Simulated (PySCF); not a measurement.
**Dipole response of Mo⁺ (molybdenum, charge +1)**

[Kr] 4d4 5s1, high-spin 6D determinant (an excited configuration). All numbers are calculated (PySCF 2.14, scalar relativity by spin-free X2C-1e, in x2c-TZVPPall with one added diffuse shell each of s, p, d, f type (9s7p7d3f1g, 95 functions)). Coupled (time-dependent) response in atomic units; α is the mean over directions.

```csv
method,mean α (bohr³),"α xx, yy, zz",C₆ (like pair),S(−4)
UHF,53.58,"53.94, 53.94, 52.87",430.9,1977
PBE,39.16,"39.18, 39.18, 39.12",303.7,875.9
PBE0,41.70,"41.84, 41.84, 41.44",323.8,1046
```

S(−4) is the Cauchy moment in α(ω) = α(0) + S(−4) ω² + …

Spin-orbit coupling is absent.

α(iu) at PBE:

| u (hartree) | α(iu) (bohr³) |
| --- | --- |
| 0 | 39.16 |
| 0.0500 | 37.12 |
| 0.100 | 32.36 |
| 0.200 | 22.61 |
| 0.300 | 16.28 |
| 0.500 | 9.990 |
| 0.750 | 6.571 |
| 1.00 | 4.793 |
| 1.50 | 2.940 |
| 2.00 | 1.990 |
| 3.00 | 1.076 |
| 5.00 | 0.4566 |

A single London oscillator, α(iu) = α/(1 + u²/ω²), gives C₆ = (3/4) ω α². Matching the computed C₆ needs ω = 4 × 303.7 / (3 × 39.16²) = 0.264 hartree.

For an ion, C₆ is the dispersion term alone; charge-induced terms of lower order in 1/R come first.

The components differ because the open shell of this determinant is not spherical; for a pure term their mean is the scalar polarisability.
